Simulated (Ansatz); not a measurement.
trans-CrF2(H2O)4 (CrO₄F₂H₈) was relaxed with B3LYP-D4 (def2-SVP) in Ansatz in these states: neutral quintet, neutral singlet. The geometries follow in no particular order.

A:

```tsv
atom	x (Å)	y (Å)	z (Å)
Cr1	-0.004	-0.003	0.002
F2	-1.560	1.009	-0.377
F3	1.553	-1.014	0.380
O4	-2.247	0.102	-2.646
H5	-1.922	0.750	-3.286
H6	-2.180	0.574	-1.766
O7	2.254	-0.098	2.641
H8	2.180	-0.573	1.762
H9	1.932	-0.744	3.285
O10	-0.522	-1.348	-1.448
H11	0.180	-1.850	-1.881
H12	-1.165	-0.943	-2.116
O13	0.517	1.345	1.450
H14	1.166	0.944	2.114
H15	-0.182	1.848	1.886
```

B:

```xyz
15

Cr    0.000    0.000    0.000
F     1.841    0.505   -0.483
F    -1.841   -0.505    0.484
O     1.379   -1.050    1.339
H     1.459   -0.679    2.229
H     2.004   -0.525    0.761
O    -1.379    1.050   -1.339
H    -2.005    0.525   -0.761
H    -1.459    0.680   -2.229
O    -0.213   -2.027   -0.657
H    -1.099   -1.948   -0.229
H     0.334   -2.506   -0.014
O     0.213    2.027    0.657
H    -0.333    2.506    0.012
H     1.099    1.948    0.231
```

**Question.** Judge from the bond lengths which geometry belongs to which state (an estimate).

**Answer.** A is the neutral quintet (Cr1–O7 3.474 Å, Cr1–O4 3.473 Å, Cr1–O13 2.045 Å); B is the neutral singlet (Cr1–O7 2.190 Å, Cr1–O4 2.190 Å, Cr1–O13 2.141 Å).

The restricted singlet is unstable towards broken spin symmetry in Hartree–Fock (as tested in another run); at B3LYP-D4/def2-SVP this wasn't settled. At PBE0-D4/def2-TZVP a quintet lies 3.50 eV below the neutral singlet. The name describes the triplet; other states may take another shape. The neutral quintet has come apart into loosely held pieces.
